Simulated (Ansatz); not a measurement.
Ansatz (a program for electronic structure) input:

Ansatz 0.2 input:
```yaml
crystal:
  periodic: [false, false, false]
  atoms:
    - {symbol: B, position_ang: [-0.80708184, 0.23355661, -0.04263948]}
    - {symbol: N, position_ang: [0.70790059, -0.11185525, 0.01263700]}
    - {symbol: H, position_ang: [-1.54209566, -0.74848484, -0.37384746]}
    - {symbol: H, position_ang: [-1.13051212, 1.32525768, -0.32548686]}
    - {symbol: H, position_ang: [-1.51449509, -0.44506862, 0.76568210]}
    - {symbol: H, position_ang: [0.92283706, -1.07938073, 0.26504867]}
    - {symbol: H, position_ang: [1.19131778, 0.49176416, 0.68657754]}
    - {symbol: H, position_ang: [1.15305309, 0.07111606, -0.89323561]}
basis:
  gaussian:
    orbitals: aug-cc-pVDZ
total_charge: 1
magnetization: {spin_polarized: true, initial_magnetization: 1}
correlation: {method: ccsd_t, electrons: outside_noble_gas}
output: {forces: true}
```

Question: Which total energy does the run end on?

Answer: -82.64656 Eh (CCSD(T)/aug-cc-pVDZ). The basis has 100 functions.
